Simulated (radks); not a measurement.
Task: The mean radii <r> (bohr) of the occupied orbitals of an atom or ion are listed with their occupations. Calculated with a radial shooting solver on a logarithmic mesh with Libxc functionals: scalar-relativistic Kohn-Sham, SCAN, spin-unpolarised, spherical densities, finite nucleus; meta-GGA in the generalised Kohn-Sham scheme; Fermi nuclear charge, rms radius of each element as measured or else 0.836 A^(1/3) + 0.57 fm.

orbital  occ.      <r>
1s          2  0.04276
2s          2   0.1893
2p          6   0.1654
3s          2   0.5455
3p          6   0.5566
3d          9   0.5718
4s          2    1.579
4p          5    1.851
4f          1    18.57

Name the element and its charge.

Result: Z = 35, bromine, charge 0: Br in [Ar] 3d9 4s2 4p5 4f1. The 1s radius gives Z: for a bare nucleus <r> = (2 gamma + 1)/(2Z) with gamma = sqrt(1 - (Z/c)^2), 0.04191 bohr for Z = 35, and screening makes it slightly larger (0.04276 here). The occupations add up to 35, and the charge is Z minus that.
